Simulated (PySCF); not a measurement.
# Cu: excitation energy

Cu [Ar] 3d10 4s1 (2S) → Cu [Ar] 3d9 4s2 (2D), as a difference of total energies. All numbers are calculated (PySCF 2.14, scalar relativity through the core potential, in aug-cc-pwCVDZ-PP with ECP10MDF (6s6p5d3f, 70 functions)). Correlated levels: valence: 3s2 3p6 frozen; valence and next inner shell: nothing frozen outside the core potential. The calculations carry no spin-orbit coupling.

```json
{"method": "UHF", "excitation energy (cm⁻¹)": "-1899.8"}
{"method": "LDA", "excitation energy (cm⁻¹)": "16311"}
{"method": "PBE", "excitation energy (cm⁻¹)": "13557"}
{"method": "PBE0", "excitation energy (cm⁻¹)": "10421"}
{"method": "r2SCAN", "excitation energy (cm⁻¹)": "9937.2"}
{"method": "M06-L", "excitation energy (cm⁻¹)": "9539.4"}
{"method": "LC-wPBE", "excitation energy (cm⁻¹)": "14433"}
{"method": "B2PLYP", "excitation energy (cm⁻¹)": "11655"}
{"method": "MN15", "excitation energy (cm⁻¹)": "24279"}
{"method": "MP2 (valence)", "excitation energy (cm⁻¹)": "18168"}
{"method": "SCS-MP2 (valence)", "excitation energy (cm⁻¹)": "14289"}
{"method": "MP2 (valence and next inner shell)", "excitation energy (cm⁻¹)": "21602"}
{"method": "SCS-MP2 (valence and next inner shell)", "excitation energy (cm⁻¹)": "17127"}
```

Errors of the correlated levels include the incompleteness of this basis and the frozen core.

For comparison: 12020 cm⁻¹ (measured; NIST levels, between the centres of gravity of the two terms).
